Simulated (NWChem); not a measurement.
**Total energies of ammonium (H$_{4}$N (+1))**

SMILES: [NH4+]
```xyz
5

N      0.0000     0.0000     0.0000
H      0.8428     0.0000     0.5960
H     -0.8428     0.0000     0.5960
H      0.0000     0.8428    -0.5960
H      0.0000    -0.8428    -0.5960
```
Charge +1, spin multiplicity 1.

Everything below was run with NWChem. All single points use one geometry, from B3LYP/def2-SVP, a minimum by its harmonic frequencies.

Basis set: def2-TZVP (55 functions).

| method | total energy (Ha) |
|---|---|
| RHF | -56.56182 |
| MP2 | -56.78148 |
| B2PLYP | -56.86861 |
| PBE | -56.84597 |
| B3LYP | -56.92370 |
| TPSS | -56.92864 |
| CCSD(T) | -56.80395 |

Total energies of different functionals aren't comparable as a measure of quality: only differences taken within one method are. 

The correlated methods keep 1 core orbital frozen. B3LYP has NWChem's definition, with VWN1-RPA local correlation. Coupled-cluster values serve here as a point of comparison, not as the truth.
